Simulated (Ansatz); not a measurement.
Species: sum formula H6BSiO3, charge 1, multiplicity 1. It need not be the lowest isomer of its formula. SMILES: OB([OH2+])O[SiH3]
Structure (B3LYP-D3(BJ)/def2-TZVP (Ansatz, a first-principles code) minimum search):
```
O
B 1 1.3070
O 2 1.3289 1 139.12
H 3 0.9646 2 119.48 1 0.00
O 2 1.5080 1 112.55 3 -180.00
H 5 0.9712 2 122.08 1 0.00
H 5 0.9723 6 115.65 2 180.00
Si 1 1.7091 2 140.31 3 0.00
H 8 1.4682 1 105.50 2 119.63
H 8 1.4682 9 113.77 1 -115.16
H 8 1.4756 9 112.65 10 -129.77
```
Charge +1, spin multiplicity 1.

Parts of the frozen-core correlation energy in 6-31G* (Ansatz, hartree). Frozen orbitals: 9; correlated occupied orbitals by spin: 15 and 15; virtual: 67 and 67. Spin-orbit coupling is left out. No relativistic terms.

```csv
term,value
reference (HF),-541.60441
MP2 opposite-spin,___
MP2 same-spin,-0.17503
CCSD correlation,___
(T),___
T1 diagnostic,0.013
largest doubles amplitude,0.033
```

Question: What belongs in the gaps?

Answer: 
- MP2 opposite-spin, value: -0.50421
- CCSD correlation, value: -0.71372
- (T), value: -0.01502
